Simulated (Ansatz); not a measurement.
Start from `BOCCC` and change one atom or group to get `CCCO[SiH3]`.

Ansatz, PBE0-D4/def2-TZVP geometries, multiplicity 1. Each molecule was computed in one conformer, which needn't be the lowest.

| property | `BOCCC` |
| --- | --- |
| LUMO energy (ωB97M-V/def2-TZVPP) / eV | 1.51 |
| HOMO energy (ωB97M-V/def2-TZVPP) / eV | -10.88 |
| HOMO energy (B3LYP/def2-TZVPP) / eV | -8.31 |
| HOMO energy (PBE0/def2-TZVPP) / eV | -8.51 |
| HOMO–LUMO gap (ωB97M-V/def2-TZVPP) / eV | 12.39 |
| LUMO energy (PBE/def2-TZVPP) / eV | -1.30 |

Problem. Give the same properties after the change, and the shifts. (Best estimate.)

Solution. Computed: 
| property | `CCCO[SiH3]` | shift |
| --- | --- | --- |
| LUMO energy (ωB97M-V/def2-TZVPP) / eV | 2.02 | 0.51 |
| HOMO energy (ωB97M-V/def2-TZVPP) / eV | -10.47 | 0.41 |
| HOMO energy (B3LYP/def2-TZVPP) / eV | -7.87 | 0.44 |
| HOMO energy (PBE0/def2-TZVPP) / eV | -8.09 | 0.42 |
| HOMO–LUMO gap (ωB97M-V/def2-TZVPP) / eV | 12.49 | 0.10 |
| LUMO energy (PBE/def2-TZVPP) / eV | -0.50 | 0.80 |

With PBE0 the HOMO rises by 0.42 eV and the LUMO rises by 0.68 eV, so the gap widens by about 0.26 eV. PBE moves the HOMO by 0.45 eV and ωB97M-V by 0.41 eV.

B3LYP here is the variant with VWN-RPA as its local correlation; programs differ in this.
